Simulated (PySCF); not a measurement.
An unknown is described by computed data only.

Formula: C2H11N3Si3.

| Quantity | Value |
| --- | --- |
| NMR, other nuclei | isotropic shieldings of nuclei other than C and H, by class: -89 (1 N), 245 (1 N), 267 (1 N), 376 (1 Si), 399 (1 Si), 411 (1 Si) ppm [GIAO PBE0/pcSseg-1] |
| 13C NMR | chemical shifts (computed TMS as zero) by class: 126.2 (1 C), 28.8 (1 C) ppm [GIAO PBE0/pcSseg-1] |
| Rotational structure | rotational constants A, B, C: 1.350, 0.831, 0.613 GHz [GFN2-xTB] |
| Dipole | 3.47 D [PBE0/pcSseg-1] |
| 1H NMR | chemical shifts (computed TMS as zero) by class: 5.08 (2 H), 5.00 (2 H), 4.79 (3 H), 2.77 (3 H), 0.15 (1 H) ppm [GIAO PBE0/pcSseg-1] |

The electronic properties come from PySCF, for the isolated species, density fitting. Levels stand in brackets. Isolated species at its GFN2-xTB geometry (one conformer only). NMR classes are plain means over equivalent atoms (diastereotopic ones count apart unless rotation or inversion swaps them), as if these changed places fast.

Question: Propose a structure and show how it fits.

Answer: Numbering: `[CH3:1][NH:2][SiH2:3][N:4]([SiH3:5])[SiH2:6][C:7]#[N:8]`. Its formula, C2H11N3Si3, gives 2 degrees of unsaturation: 0 rings and 2 π bonds in the structure found. 2 carbons fall into 2 classes; from least to most shielded: cyano carbon [C7] (126.2 ppm), N-methyl carbon [C1] (28.8 ppm). Hydrogen classes from least to most shielded: 2 H on an SiH2 silicon, Si3 (5.08 ppm), 2 H on an SiH2 silicon, Si6 (5.00 ppm), 3 H on an SiH3 silicon, Si5 (4.79 ppm), 3 H on an N-methyl carbon, C1 (2.77 ppm), 1 H on a silicon-bound nitrogen, N2 (0.15 ppm). The other shieldings belong to: -89 ppm, cyano nitrogen [N8]; 245 ppm, silicon-bound nitrogen [N2]; 267 ppm, nitrogen bridging silicon atoms [N4]; 376 ppm, SiH2 silicon [Si3]; 399 ppm, SiH3 silicon [Si5]; 411 ppm, SiH2 silicon [Si6]. The optimised geometry has point group C1 and is an asymmetric top. Structure: `CN[SiH2]N([SiH3])[SiH2]C#N`. Computed isomers that give other values at the same levels: `CN([SiH3])[SiH2][Si@@H](N)C#N` (13C chemical shifts (computed TMS as zero) by class: 127.3 (1 C), 39.9 (1 C) ppm); `C#C[Si](N)(N)N([SiH3])[SiH3]` (13C chemical shifts (computed TMS as zero) by class: 96.1 (1 C), 90.4 (1 C) ppm); `N#C[Si@@](N)(C[SiH3])N[SiH3]` (13C chemical shifts (computed TMS as zero) by class: 126.4 (1 C), -3.1 (1 C) ppm). The assignments are read from this structure; whether some other isomer fits the data as well wasn't checked.

Shape of the structure used: `[CH3:1][NH:2][SiH2:3][N:4]([SiH3:5])[SiH2:6][C:7]#[N:8]`: C1–N2–Si3–N4 -178°, N2–Si3–N4–Si5 -129°, Si3–N4–Si6–C7 -115°.
